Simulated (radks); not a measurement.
The numbers below are computed, except where a source is named.
The mean radii <r> (bohr) of the occupied orbitals of an atom or ion are listed with their occupations. Code: a radial shooting solver on a logarithmic mesh with Libxc functionals. Model: scalar-relativistic Kohn-Sham, LB94 model potential, spin-polarised, spherical densities, finite nucleus; Fermi nuclear charge, rms radius of each element as measured or else 0.836 A^(1/3) + 0.57 fm.

orbital  occ.      <r>
1s down     1  0.01864
1s up       1  0.01864
2s up       1  0.07882
2s down     1  0.07881
2p up       3  0.07042
2p down     3  0.07040
3s up       1   0.2031
3s down     1   0.2032
3p up       3   0.2026
3p down     3   0.2027
3d up       5   0.1830
3d down     5   0.1832
4s up       1   0.4218
4s down     1   0.4211
4p up       3   0.4360
4p down     3   0.4354
4d up       4   0.4380

Name the element and its charge. Open shells, if any, are filled with parallel spins first.

Answer. Z = 73, tantalum, charge +33: Ta33+ in [Kr] 4d4. The 1s radius gives Z: for a bare nucleus <r> = (2 gamma + 1)/(2Z) with gamma = sqrt(1 - (Z/c)^2), 0.01844 bohr for Z = 73, and screening makes it slightly larger (0.01864 here). The occupations add up to 40, and the charge is Z minus that.
